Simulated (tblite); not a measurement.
Species: C₂H₁₀AlNS₂.
Bonds: C1–S2, S2–Al3, Al3–N4, Al3–S5, S5–C6. Hydrogens: H7, H8, H9 on C1; H10 on Al3; H11, H12, H13 on N4; H14, H15, H16 on C6.

Computed with GFN2-xTB (tblite), gas phase: L-BFGS steps from a force-field or distance-geometry start until the largest atomic force falls under 0.01 eV/Å.

Geometry at step 11:
```
atom  x, y, z in Å
C1     -2.9765    0.9485    0.3751
S2     -1.4858    0.4786   -0.5970
Al3    -0.0607   -0.2949    0.9446
N4      0.4429   -2.2431    0.1918
S5      1.9823    0.5570    1.2770
C6      2.6404    1.3779   -0.2479
H7     -3.8170    0.4442   -0.0887
H8     -2.8749    0.6552    1.4156
H9     -3.1051    2.0221    0.2995
H10    -0.6913   -0.7772    2.2765
H11     1.3134   -2.5634    0.6115
H12     0.5492   -2.2976   -0.8214
H13    -0.2795   -2.9041    0.4678
H14     3.5419    0.8438   -0.5202
H15     1.9245    1.3604   -1.0627
H16     2.8885    2.4015    0.0020
```

**Question.** Give the atomic forces at this geometry.

**Answer.** 
```tsv
atom	Fx (eV/Å)	Fy (eV/Å)	Fz (eV/Å)
C1	0.190	-0.070	-0.104
S2	0.037	-0.056	0.132
Al3	0.054	0.100	0.043
N4	-0.002	0.054	0.002
S5	-0.105	-0.032	-0.205
C6	-0.081	-0.098	0.131
H7	-0.035	-0.028	0.045
H8	0.050	-0.062	0.007
H9	0.032	0.047	-0.017
H10	0.003	0.063	-0.128
H11	0.048	0.065	0.027
H12	-0.026	0.039	0.017
H13	-0.083	0.019	-0.020
H14	0.057	-0.045	-0.063
H15	-0.115	-0.070	0.041
H16	-0.023	0.075	0.094
```

The largest, 0.23 eV/Å, acts on S5 (C1 within 3 % of it); the rms over all components is 0.076 eV/Å. The forces sum to zero within rounding, as they must for an isolated molecule in no field.

**Question.** Give the force on S5 in Eh/bohr and in nN.

**Answer.** 0.233 eV/Å ÷ 51.422 = 0.00452 Eh/bohr, and 0.233 eV/Å × 1.602 = 0.37 nN.

**Question.** How far is this geometry from the end of the optimisation?

**Answer.** 0.170 eV above it, and 0.660 Å rms away after alignment. The bonds farthest from their final lengths, with half the difference of the two atoms' forces along the bond (positive lengthens):

```tsv
bond	now (Å)	final (Å)	force along bond (eV/Å)
Al3–N4	2.148	2.097	+0.02
Al3–S5	2.238	2.215	-0.12
S5–C6	1.853	1.832	-0.15
S2–Al3	2.237	2.219	-0.05
C1–S2	1.841	1.826	-0.13
Al3–H10	1.551	1.542	-0.06
```

The angle farthest from its final value is Al3–S5–C6, 111.8° against 101.6°.

Of the 5 listed bonds off by 0.010 Å or more, this force points towards the final length in 4.

What follows is the cost of the whole relaxation. On one thread, Arm Neoverse V1 (aarch64), no GPU, shared host with 32 logical CPUs at a one-minute load of 24, this took 1.3 s of wall time.
